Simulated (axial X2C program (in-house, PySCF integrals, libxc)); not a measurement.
ZrTe⁻: from the spin-free to the two-component result

Calculated with an in-house relativistic program for diatomic molecules. Spin-free means the one-electron spin-free X2C Hamiltonian; two-component (2c) means X2C with spin–orbit coupling and atomic mean-field two-electron Coulomb and Gaunt terms, so the difference of the two also holds small scalar two-electron terms. Basis: Te dyall-acv3z [12s13p9d5f1g], Zr dyall-acv3z [12s13p10d6f3g] (cores contracted in-house); Gaussian nuclei, density fitting, unrestricted open shells. Masses: Te 129.906 u, Zr 89.905 u.

Spin-free state: M_S = 1/2, Λ = 2 (beyond evenly filled blocks: δ+α); fragments Te- + Zr.

```tsv
level	Re (Å)	ωe (cm⁻¹)	De (eV)	μ (D)
LDA	2.562	269.4	4.612	-1.90
```

Dipoles are positive if Zr is the positive end and refer to the centre of mass.

Task: Within this multiplet, which Ω should lie lowest by the rule for regular and inverted multiplets?

Result: The open δ shell holds one electron, so the multiplet is regular: Ω = Λ − 1/2 = 3/2. The PBE0 2c search agrees, though Ω = 5/2 of the search lies only 0.08 eV higher.

Two-component determinant lowest at the distance of the search:

Ω = 3/2 (⟨Sz⟩ = -0.50, ⟨Lz⟩ = 2.00 at LDA); fragments Te- + Zr.

```csv
level,Re (Å),ωe (cm⁻¹),μ (D)
LDA,2.563,267.3,-1.94
```

Task: From the two tables, how do the constants change at the LDA level (2c against spin-free)?

Result: At the LDA level Re rises by 0.001 Å and ωe decreases by 2.1 cm⁻¹.

Occupations by symmetry block were frozen at the best pattern of an incomplete PBE0 search. De is counted from the lowest determinant-based energies of the atoms at the same level, without counterpoise correction. De is not given where an atomic determinant may have missed its ground term or J level, or where the truncated virtual space spoils (T). Density functionals use the spin component along the axis (collinear). PBE0 can misorder states that lie within some tenths of an eV, so this need not be the ground state of the molecule. The nearest other spin-free determinant of the search, M_S = 3/2, Λ = 3, lies 0.33 eV up at the distance of the search. Without a current term, density functionals place determinants with orbital angular momentum somewhat too high. The highest occupied level of some functionals is positive through self-interaction error; at Hartree–Fock it is bound. The determinant is spin-polarised beyond a pure state at some levels (its spin-free form has ⟨S²⟩ too high), which makes Re and μ there less reliable.
